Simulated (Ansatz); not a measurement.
One geometry of Cu2(OH)4 (Cu2O4H4), several levels of theory.

```yaml
crystal:
  periodic: [false, false, false]
  atoms:
    - {symbol: Cu, position_ang: [0.057700, -0.575565, 1.296726]}
    - {symbol: O, position_ang: [-0.402898, -1.529533, 2.750518]}
    - {symbol: O, position_ang: [-0.172140, 1.214957, 0.560020]}
    - {symbol: Cu, position_ang: [-0.009094, 0.604151, -1.284864]}
    - {symbol: O, position_ang: [-0.554923, 1.077913, -2.932061]}
    - {symbol: O, position_ang: [0.965124, -0.840711, -0.409461]}
    - {symbol: H, position_ang: [0.285208, -1.482035, 3.444403]}
    - {symbol: H, position_ang: [-1.050129, 1.595630, 0.755980]}
    - {symbol: H, position_ang: [0.101651, 1.650258, -3.377728]}
    - {symbol: H, position_ang: [0.779500, -1.715065, -0.803534]}
basis:
  gaussian: {orbitals: def2-TZVP, initial_orbitals: start.molden}
magnetization: {spin_polarized: true, initial_magnetization: 2}
hamiltonian: {xc: {name: LC-wPBE}}
scf: {omitted_lower_state_checks: [starts]}
output: {orbitals: {seedname: orbitals}}
```

The file start.molden holds the orbitals of an earlier run on this structure, at another level or in another basis.

```sh
$ ansatz run in.yaml --threads 4 --pin off --events-out ev --progress --plain --max-ram 4787MiB
```

Output, abridged:

```
Functional definition: LC-wPBE
1686 factors; their error is unknown
447 factors; integrals over basis functions are off by at most 2.7e-5 eV
mean field evaluation 1: about -97523.7807 eV, gradient 9.2e0 eV
mean field evaluation 2: about -97523.9772 eV, gradient 2.3e-1 eV
mean field evaluation 4: about -97523.9074 eV, gradient 5.4e-3 eV
mean field evaluation 8: about -97523.9074 eV, gradient 7.8e-5 eV
mean field -97523.90743567 eV, -3583.9374941821 hartree, gradient 8.7e-6 eV, S^2 2.010997; 0 other end points of the search recorded, 0 dependent functions left out
reference -97523.90743568 eV, -3583.9374941824 hartree; 48, 46 occupied and 190, 192 virtual orbitals, 1686 factors
Total energy: -97523.90743568 eV, -3583.9374941824 hartree
Checks for a lower state left out: starts
```

It took 21 s on 4 threads of Arm Neoverse V1 on a shared host, peak host memory 1.2 GiB.

As the first input, with `hamiltonian: {xc: pbe, dispersion: d4}` (abridged; 7 s):

```
Functional definition: PBE
mean field -97518.86993686 eV, -3583.7523695154 hartree, gradient 1.8e-5 eV, S^2 2.004739
Total energy: -97519.08965918 eV, -3583.7604441617 hartree
Checks for a lower state left out: starts
```

First input, but with `gaussian: {orbitals: def2-TZVPD, initial_orbitals: start.molden}`, `hamiltonian: {xc: pbe0, dispersion: d4}` (abridged; 37 s):

```
Functional definition: PBE0
mean field -97518.32214268 eV, -3583.7322384505 hartree, gradient 7.3e-6 eV, S^2 2.012012
Total energy: -97518.50910263 eV, -3583.7391091021 hartree
Checks for a lower state left out: starts
```

The first input with `hamiltonian: {xc: pbe}`, `correlation: {method: rpa, frozen_orbitals: {Cu: 9, H: 0, O: 1}}` and without the key `output` (abridged; 14 s):

```
Functional definition: PBE
mean field -97518.86977312 eV, -3583.7523634982 hartree, gradient 2.8e-6 eV, S^2 2.004739
22 core orbitals not correlated: weight in the atoms' cores, before any rotation towards them, 1.000 or more for the frozen orbitals, at most 0.000 for the correlated occupied ones
Total energy: -97477.04150858 eV, -3582.2152031283 hartree
Checks for a lower state left out: starts
```

First input, but with `gaussian: {orbitals: def2-TZVPD, initial_orbitals: start.molden}`, `hamiltonian: {xc: r2scan, dispersion: d4}` (abridged; 21 s):

```
Functional definition: r2SCAN
mean field -97536.46820539 eV, -3584.3990939553 hartree, gradient 2.2e-5 eV, S^2 2.010159
Total energy: -97536.52220299 eV, -3584.4010783307 hartree
Checks for a lower state left out: starts
```

The first input with `correlation: {method: mp2, frozen_orbitals: {Cu: 9, H: 0, O: 1}}` and without the key `hamiltonian` (abridged; 16 s):

```
Functional definition: HF
mean field -97414.32725671 eV, -3579.9104968817 hartree, gradient 2.4e-6 eV, S^2 2.008444
22 core orbitals not correlated: weight in the atoms' cores, before any rotation towards them, 1.000 or more for the frozen orbitals, at most 0.000 for the correlated occupied ones
second order -45.72033934 eV of doubles, -0.00000000 eV of singles
Total energy: -97460.04759606 eV, -3581.5906883622 hartree
Checks for a lower state left out: starts
```

The first input with `gaussian: {orbitals: STO-3G}`, `hamiltonian: {xc: hf}` (abridged; 5.5 s):

```
Functional definition: HF
mean field evaluation 16: about -96289.7426 eV, gradient 3.0e0 eV
mean field evaluation 32: about -96291.3002 eV, gradient 3.2e-1 eV
mean field -96291.38230806 eV, -3538.6430311781 hartree, gradient 4.7e-6 eV, S^2 4.029906
Total energy: -96291.38230806 eV, -3538.6430311781 hartree
Checks for a lower state left out: starts
```

Geometry: PBE-D4/def2-SVP.

LC-ωPBE has ω = 0.4 bohr⁻¹. Correlated methods freeze 22 core orbitals. At HF/STO-3G the charge 0 triplet is spin-contaminated (final ⟨S²⟩ up to 4.03, 2.00 for a pure state).
